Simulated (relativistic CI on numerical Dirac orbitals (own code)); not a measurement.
Ligand-field terms of d4

Computed with a parametric ligand-field model of a d^n configuration (Racah B and C, spin-orbit zeta, crystal field), exact diagonalisation.

Field parameters in Wybourne normalisation: Td as Oh with Dq negative (B⁴₀ = 21Dq, B⁴₄ = √(5/14) B⁴₀). The field is a parameter set, without covalency.

B = 330 cm⁻¹, C = 1600 cm⁻¹ (C/B = 4.85), Td, no spin-orbit coupling. Tanabe-Sugano data, E/B above the lowest term (Δ = |10Dq|; b, c mark the second and third term of a kind):

| Δ/B | 5T2 | 5E | 3T1 | 3T2 | 3T1(b) | 1A1 | 1T1 |
| --- | --- | --- | --- | --- | --- | --- | --- |
| 1.0 | 0.00 | 1.00 | 23.17 | 23.46 | 24.12 | 34.34 | 34.72 |
| 1.9 | 0.00 | 1.91 | 22.79 | 23.42 | 24.42 | 33.20 | 34.15 |
| 2.8 | 0.00 | 2.79 | 22.29 | 23.30 | 24.52 | 31.89 | 33.50 |
| 3.7 | 0.00 | 3.70 | 21.68 | 23.11 | 24.55 | 30.44 | 32.77 |
| 4.6 | 0.00 | 4.61 | 21.01 | 22.85 | 24.56 | 28.91 | 32.01 |
| 5.5 | 0.00 | 5.52 | 20.29 | 22.52 | 24.56 | 27.35 | 31.22 |
| 6.4 | 0.00 | 6.39 | 19.56 | 22.15 | 24.57 | 25.80 | 30.44 |
| 7.3 | 0.00 | 7.30 | 18.80 | 21.72 | 24.57 | 24.18 | 29.63 |
| 8.2 | 0.00 | 8.21 | 18.01 | 21.25 | 24.57 | 22.54 | 28.81 |
| 9.1 | 0.00 | 9.09 | 17.24 | 20.75 | 24.57 | 20.94 | 28.00 |
| 10.0 | 0.00 | 10.00 | 16.44 | 20.19 | 24.58 | 19.27 | 27.17 |
| 10.9 | 0.00 | 10.91 | 15.62 | 19.61 | 24.58 | 17.59 | 26.32 |
| 11.8 | 0.00 | 11.79 | 14.82 | 19.02 | 24.58 | 15.95 | 25.50 |
| 12.7 | 0.00 | 12.70 | 14.00 | 18.38 | 24.59 | 14.25 | 24.65 |
| 13.6 | 0.00 | 13.61 | 13.16 | 17.73 | 24.59 | 12.55 | 23.79 |
| 14.5 | 0.00 | 14.48 | 12.35 | 17.08 | 24.59 | 10.89 | 22.96 |
| 15.4 | 0.00 | 15.39 | 11.51 | 16.39 | 24.60 | 9.17 | 22.10 |
| 16.3 | 0.00 | 16.30 | 10.66 | 15.68 | 24.60 | 7.44 | 21.23 |
| 17.2 | 0.00 | 17.21 | 9.81 | 14.96 | 24.60 | 5.71 | 20.36 |
| 18.1 | 0.00 | 18.09 | 8.99 | 14.25 | 24.61 | 4.04 | 19.52 |
| 19.0 | 0.00 | 19.00 | 8.13 | 13.51 | 24.61 | 2.30 | 18.65 |
| 19.9 | 0.00 | 19.91 | 7.27 | 12.75 | 24.61 | 0.55 | 17.77 |
| 20.8 | 1.13 | 21.92 | 7.57 | 13.15 | 25.75 | 0.00 | 18.06 |
| 21.7 | 2.88 | 24.58 | 8.46 | 14.13 | 27.50 | 0.00 | 18.93 |

The ground term changes from 5T2 to 1A1 between Δ/B = 19.9 and 20.8.
